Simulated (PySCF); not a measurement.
Compound: C₄H₆NO₃S (charge -1).
Cartesian coordinates in Å at the GFN2-xTB level; atoms count from 1:
```xyz
15
C4H6NO3S angstrom
N      1.9507    0.7799   -1.7737
C      0.9933    0.2569   -1.1364
C      0.9155    0.0588    0.3144
C      0.2720   -1.2010    0.8525
C     -0.4260    0.0917    0.9879
S     -1.8716    0.3447   -0.1052
O     -2.9983    0.3260    0.8224
O     -1.6372    1.6405   -0.7279
O     -1.8523   -0.7812   -1.0361
H      2.7072    1.1162   -1.1687
H      0.1429   -0.1058   -1.7011
H      1.7683    0.4527    0.8711
H      0.7227   -1.6795    1.7140
H     -0.1544   -1.8735    0.1223
H     -0.5370    0.5816    1.9426
```

The closed-shell SCF was solved with PySCF and density fitting under several settings on one GFN2-xTB geometry (grid level 2 and gas phase unless stated).

| settings | basis functions | SCF cycles | E (Eh) | HOMO (eV) | LUMO (eV) |
| --- | --- | --- | --- | --- | --- |
| PBE0/pcSseg-1 | 190 | 15 | -833.9404 | -2.41 | 3.83 |
| PBE0/pcSseg-0, energy threshold 1e-07 Eh | 97 | 10 | -832.2937 | -2.41 | 3.86 |

Task: Estimate the row for these settings: KT3/pcseg-1, start guess atom.

Result: 
```
                     settings  basis functions  SCF cycles     E (Eh)  HOMO (eV)  LUMO (eV)
KT3/pcseg-1, start guess atom              160          14  -843.6196      -0.93       2.84
```

Task: Over all rows, what range does the HOMO–LUMO gap span?

Result: From 3.77 eV (KT3/pcseg-1, start guess atom) to 6.27 eV (PBE0/pcSseg-0, energy threshold 1e-07 Eh). The functional of the narrowest has no exact exchange, that of the widest 25 % exact exchange.

Task: Compare two rows with the functional PBE0: PBE0/pcSseg-1 and PBE0/pcSseg-0, energy threshold 1e-07 Eh. Which energy is lower, and by how much?

Result: PBE0/pcSseg-1 (190 functions) lies 1.6467 Eh or 1033 kcal/mol below PBE0/pcSseg-0, energy threshold 1e-07 Eh (97 functions).

Whole jobs, the steps after the SCF included, on one thread, Arm Neoverse N1 (aarch64), no GPU, shared host:

```tsv
settings	work after the SCF	wall time	peak memory
PBE0/pcSseg-1	shieldings, ring-centre shieldings, charges and field gradients, density and orbital grids written	63 s	0.84 GiB
PBE0/pcSseg-0, energy threshold 1e-07 Eh	25 singlets by TDA, 2 Tamm–Dancoff triplets, polarisability	26 s	0.60 GiB
KT3/pcseg-1, start guess atom	shieldings, ring-centre shieldings	54 s	0.67 GiB
```

Cycle counts include a coarse-grid stage where the run had one. KT3 was designed for NMR shieldings or shifts; total energies of different functionals aren't comparable.

One conformer stands for the species.
